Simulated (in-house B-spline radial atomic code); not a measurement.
Results of a calculation; reference values are marked as such.
Two electrons in Ge: a spherical dot of radius 8.43 nm with hard walls

For Ge the NSM archive of the Ioffe Institute lists m_l = 1.6 m0, m_t = 0.08 m0 and ε = 16.2; the model takes one isotropic valley with the conductivity mass 3/(1/m_l + 2/m_t) = 0.117 m0, and so misses anisotropy and the other valleys. All triplets below are those of one valley; with several valleys two electrons can form a triplet in the 1s orbital itself, at an energy set by the valley splitting.

Effective-mass model with parabolic bands, a uniform dielectric constant, no image charges, no central-cell or spin-orbit terms. Two-electron levels come from full CI in B-splines with partial waves to l = 5 (up to 0.001 effective hartree above the limit).

Task: What are the effective units, and what is the potential in them?

Result: Ha* = 27211.386 meV × 0.117/16.2² = 12.13 meV and a* = 0.0529177 nm × 16.2/0.117 = 7.327 nm. The radius is R = 1.15 a*. The one-electron levels are π²/2R² = 3.7314 and 4.4934²/2R² = 7.6335 Ha*.

In these units the lowest s and p orbitals lie at 3.7314 and 7.6335, and their Coulomb and exchange integrals are J_ss = 1.5531, J_sp = 1.4084 and K_sp = 0.3127. (For an empty sphere J_ss = 1.786/R.) Full CI gives 8.9520 for the ground singlet, 12.4471 for the sp triplet, 13.0172 for the sp singlet and 19.9467 for the lowest triplet of two s orbitals.

Task: What does it cost to add the second electron, to first order and exactly?

Result: To first order E = 2ε_s + J_ss = 9.0159, so the charging energy E(2) − 2E(1) is J_ss = 18.84 meV. CI gives 8.9520 − 2 × (3.7314) = 1.4892, or 18.07 meV: relaxation and correlation lower it by 0.7752 meV, 4.1 % of J_ss. The s² configuration of one-electron orbitals holds 99.4 % of the state, and the mean radius is 4.29 nm.

Task: How far above the singlet do the triplets lie?

Result: To first order the sp triplet lies at ε_s + ε_p + J_sp − K_sp = 12.4606, which is 41.79 meV above 2ε_s + J_ss. CI gives 12.4471 − (8.9520) = 3.4951, or 42.4 meV, 90 % of the orbital spacing of 47.34 meV. The ss triplet lies 133.4 meV up, so the lower of the two is the sp one, and its gap equals k_BT at 492 K. The sp singlet-triplet splitting is 6.915 meV, against 2K_sp = 7.588 meV.
